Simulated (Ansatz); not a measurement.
AlClFH3Si, SMILES `[F][Al]([SiH3])[Cl]`, relaxed with RKS PBE0-D4/def2-TZVP in the Gaussian-basis code of Ansatz from a PBE-D4/def2-SVP geometry. The force threshold is 0.005 eV/Å; the program also tests the step.

Total charge 0; spin multiplicity 1.

Start:

```xyz
7

F     2.247   -1.312    0.382
Al    1.013   -0.260    0.819
Si   -0.814    0.179   -0.732
Cl    1.160    0.599    2.739
H    -1.525   -1.109   -1.056
H    -0.278    0.756   -2.016
H    -1.803    1.145   -0.136
```

(1) By how much does the energy fall, and how many steps does the optimiser take? (An estimate is asked.)

(2) Which bonds change most? (An estimate is asked.)

(3) Give the relaxed structure. (Estimate.)

Results:

(1) Ansatz gave: 0.67 kcal/mol, in 5 steps.

(2) The calculation gave: F1–Al2 from 1.679 to 1.645 Å; Al2–Cl4 from 2.109 to 2.088 Å; Si3–H7 from 1.505 to 1.486 Å; Si3–H5 from 1.506 to 1.488 Å.

(3) Computed: 
```xyz
7

F     2.225   -1.290    0.381
Al    1.014   -0.266    0.816
Si   -0.812    0.176   -0.729
Cl    1.151    0.594    2.714
H    -1.518   -1.094   -1.049
H    -0.275    0.747   -1.993
H    -1.784    1.134   -0.139
```
